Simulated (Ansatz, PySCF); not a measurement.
Gas-phase reaction in SMILES: F[As](F)F → F[As](F)F as doublet, charge -1 (an electron is taken up)
Geometries: B3LYP-D3(BJ)/def2-TZVP minima from Ansatz (a first-principles code). A spin state is the lowest found, not a proven ground state.

Quantity: adiabatic electron affinity (0 K, with B3LYP-D3(BJ) harmonic zero-point energies from PySCF), positive where the reaction releases energy, in eV. Correlated levels leave the core frozen unless marked. UHF or UKS for open shells. No spin-orbit coupling. Frozen are the shells of the preceding noble gas and the d and f shells that filled before the atom's block. No relativistic terms. Anions need diffuse functions: aug- sets have them; def2-D sets add few; the other sets have none. CBS(X,Y): correlation extrapolated as X^-3; Hartree-Fock from the larger set. [CCSD(T)-MP2]/basis is that difference in the basis named.

RI-MP2/CBS(aug-cc-pVTZ,aug-cc-pVQZ)+[CCSD(T)-MP2]/aug-cc-pVDZ (Ansatz) gives 0.48 eV.

### Question
Another calculation gave 0.63 eV. Which level was it?
A) HF/def2-TZVPD (PySCF)
B) r2SCAN/def2-TZVPD (Ansatz)
C) PBE/def2-TZVPD (Ansatz)
D) PBE-QIDH/def2-TZVPD (Ansatz)

### Answer
B, r2SCAN/def2-TZVPD (Ansatz). The others give 0.48 (PBE-QIDH), 0.80 (PBE), -0.12 (HF) eV.
